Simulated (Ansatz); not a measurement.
Br$_{3}$P (`BrP(Br)Br`), 4 atoms. Total charge 0; spin multiplicity 1. Correlated methods include outer-core shells of Br, which these sets cover unevenly. Scalar relativity is left out up to krypton. All runs use 4 threads of an Arm Neoverse V1 on a shared host. Correlated methods freeze the cores.

Question: How many basis functions does each run have, and how long does it take in Ansatz? RKS ωB97M-V/def2-TZVPP energy and forces; direct RPA on PBE orbitals/def2-TZVPP energy; RKS ωB97M-V/def2-SVP energy; RKS PBE0-D4/def2-TZVP frequencies; RKS PBE0-D4/def2-QZVPP energy; RKS PBE0-D4/def2-SVP energy; RKS r2SCAN0-D4/def2-TZVPP energy; RHF-CCSD(T)/def2-TZVPP energy; RKS revPBE-D4/def2-TZVPP energy; RHF-MP2/def2-QZVPP energy; RKS PBE-QIDH (frozen core)/def2-TZVPP energy; RKS PBE0-D4/def2-TZVP relaxation (5 steps). (Estimate.)

Answer: Computed: Other jobs shared the machine, so times are rough.

| level | job | functions | wall time | peak host memory (GiB) |
| --- | --- | --- | --- | --- |
| RKS revPBE-D4/def2-TZVPP | energy | 186 | 1.8 s | 0.28 |
| RKS PBE0-D4/def2-SVP | energy | 114 | 1.9 s | 0.4 |
| direct RPA on PBE orbitals/def2-TZVPP | energy | 186 | 3.9 s | 0.4 |
| RKS PBE-QIDH (frozen core)/def2-TZVPP | energy | 186 | 5.5 s | 0.54 |
| RKS r2SCAN0-D4/def2-TZVPP | energy | 186 | 6.5 s | 0.69 |
| RKS ωB97M-V/def2-SVP | energy | 114 | 7 s | 0.42 |
| RKS PBE0-D4/def2-QZVPP | energy | 337 | 12 s | 1.8 |
| RKS ωB97M-V/def2-TZVPP | energy and forces | 186 | 13 s | 0.91 |
| RHF-MP2/def2-QZVPP | energy | 337 | 17 s | 1.6 |
| RKS PBE0-D4/def2-TZVP | relaxation (5 steps) | 181 | 29 s | 0.73 |
| RHF-CCSD(T)/def2-TZVPP | energy | 186 | 34 s | 1.4 |
| RKS PBE0-D4/def2-TZVP | frequencies | 181 | 57 s | 0.73 |
